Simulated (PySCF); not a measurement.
C2H6SZn (SMILES C[CH2][Zn][SH]), singlet, at a GFN2-xTB geometry (such geometries of metal compounds can be far from the true shape). Base run: PySCF with HF/3-21G.

Here is a job for PySCF.
```python
from pyscf import gto, scf

mol = gto.M(
    atom='''
Zn   -0.47254540   -0.20297730    0.21047571
C     0.16681287   -1.78380285   -0.91869404
C     1.44385456   -1.32284317   -1.60825984
H    -0.57464988   -2.07455310   -1.65868596
H     0.37085805   -2.65038619   -0.29411211
H     2.20705661   -1.03520433   -0.88501924
H     1.25765776   -0.47537487   -2.26770109
H     1.85194621   -2.13258131   -2.21601013
S     0.02705162    1.93318515    0.90696721
H    -1.03333708    2.16633270    1.65750489
''',
    basis='3-21g',
    verbose=4,
)

mf = scf.RHF(mol)
mf.kernel()
mo_i, mo_e, stable_i, stable_e = mf.stability(internal=True, external=True, return_status=True, nroots=6, tol=1e-6)
print('internally stable:', stable_i, ' externally stable:', stable_e)
if not stable_e:
    umf = mf.to_uhf() if not hasattr(mf, 'xc') else mf.to_uks()
    umf.scf_summary = {}
    umf.kernel(umf.make_rdm1(mo_e, umf.mo_occ))
```

The bond that is stretched is that between atoms 4 and 2. A test that says stable can miss a lower solution.

The base run was repeated with changes; each row names its change, and settings that it needs were set with it.

```
change       ΔE vs base (kcal/mol)  <S^2>  E after following the instability (Eh)  <S^2> there  HOMO-LUMO gap (eV)   stability test says
-----------  ---------------------  -----  --------------------------------------  -----------  ------------------  --------------------
base                         0.000  0.000                                       -            -               10.27                stable
bond × 1.25                  19.06  0.000                                       -            -               10.25                stable
bond × 1.5                   50.37  0.000                                       -            -               10.16                stable
bond × 1.8                    86.4  0.000                             -2243.24974         0.61                9.66  external instability
bond × 2.2                   125.0  0.000                             -2243.23431         0.91                8.44  external instability
bond × 3.0                   175.3  0.000                             -2243.22945         1.01                5.72  external instability
```

Where a bond breaks into two radicals, a solution with restricted orbitals usually stops being the lowest and lies too high; an unrestricted one lies lower at the price of spin contamination, which <S^2> shows.
